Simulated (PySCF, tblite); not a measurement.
One entry of a table of gas-phase calculations, keyed by method. Lists by class give the value and the number of equivalent atoms.

```json
{
 "formula": "C6H5ClO2S",
 "smiles": "CSc1ccc(C(=O)Cl)o1",
 "charge": 0,
 "multiplicity": 1,
 "geometry_level": "GFN2-xTB",
 "atoms_angstrom": [
  ["C", -2.67, 0.749, -0.007],
  ["S", -2.239, -1.013, -0.101],
  ["C", -0.512, -0.891, -0.063],
  ["C", 0.443, -1.889, -0.101],
  ["C", 1.675, -1.233, -0.042],
  ["C", 1.401, 0.123, 0.03],
  ["C", 2.302, 1.232, 0.111],
  ["O", 3.494, 1.21, 0.132],
  ["Cl", 1.435, 2.785, 0.182],
  ["O", 0.053, 0.314, 0.016],
  ["H", -2.255, 1.268, -0.864],
  ["H", -2.283, 1.166, 0.917],
  ["H", -3.754, 0.797, -0.022],
  ["H", 0.255, -2.94, -0.164],
  ["H", 2.651, -1.671, -0.048]
 ],
 "electronic_structure_code": "PySCF",
 "results": {
  "GFN2-xTB geometry": {
   "point_group": "Cs",
   "rotational_constants_GHz": [1.805, 0.639, 0.473]
  },
  "PBE0/pcSseg-1 ground state and GIAO shieldings, non-relativistic": {
   "dipole_D": 4.43,
   "homo_eV": -6.63,
   "lumo_eV": -2.02,
   "shift_vs_computed_TMS_C_by_class_ppm": [
    [167.9, 1],
    [160.5, 1],
    [150.2, 1],
    [133.0, 1],
    [115.0, 1],
    [18.5, 1]
   ],
   "shift_vs_computed_TMS_H_by_class_ppm": [
    [7.74, 1],
    [6.58, 1],
    [2.74, 3]
   ],
   "shielding_other_nuclei_by_class_ppm": [
    ["O", -177.1, 1],
    ["O", 26.0, 1],
    ["S", 482.4, 1],
    ["Cl", 533.8, 1]
   ],
   "charges_hirshfeld_e_by_atom": [-0.11, 0.06, 0.06, -0.09, -0.04, 0.02, 0.14, -0.22, -0.08, -0.04, 0.05, 0.05, 0.06, 0.06, 0.07]
  },
  "GFN2-xTB harmonic vibrations, gas phase": {
   "strongest_ir_bands_cm-1_km_per_mol_modes": [
    [774.7, 211.6, 1],
    [1274.8, 110.7, 1],
    [1381.9, 374.0, 1],
    [1398.3, 179.8, 1],
    [1512.3, 81.2, 1],
    [1784.3, 809.1, 1]
   ],
   "zpe_kcal_per_mol": 60.4
  }
 }
}
```

A dipole of 4.43 D is allowed in Cs, and pure rotational transitions are dipole-allowed. The zero-point energy, half the sum of the 39 harmonic wavenumbers, equals 21120 cm⁻¹ or 253 kJ/mol.

 NMR classes are plain means over equivalent atoms (diastereotopic ones count apart unless rotation or inversion swaps them), as if these changed places fast; in this geometry the members of some classes differ.

Shape of the structure used: `[CH3:1][S:2][c:3]1[cH:4][cH:5][c:6]([C:7](=[O:8])[Cl:9])[o:10]1`: C1–S2–C3–C4 180°, C5–C6–C7–O8 0°.

One conformer stands for the species.
